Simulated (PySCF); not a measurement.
Input file for PySCF: R-B3LYP/3-21G on BrH2InO (SMILES [OH][InH][Br]), a point of a torsion scan.

```python
from pyscf import gto, scf, dft, mp
from pyscf.data.elements import chemcore

mol = gto.M(
    atom='''
    O    -1.39023600   -0.28267533   -0.39102657
    In    0.50759867   -0.04486528   -0.68712905
    Br    0.87016230    1.79471859   -2.25638770
    H    -1.73976416   -0.61503389    0.43312445
    H     1.70302037   -1.01754334    0.01797098
    ''',
    basis='3-21g',
    charge=0, spin=0, verbose=3, max_memory=1800)
mf = dft.RKS(mol, xc='b3lyp')
mf.conv_tol = 1e-8
mf.max_cycle = 100
mf.kernel()
if not mf.converged:
    mf = mf.newton().run(mf.mo_coeff, mf.mo_occ)
```

Program output:

```
converged SCF energy = -8355.0885361584
```

The calculation finished and met its thresholds.

Cost: roughly 10 core-seconds.
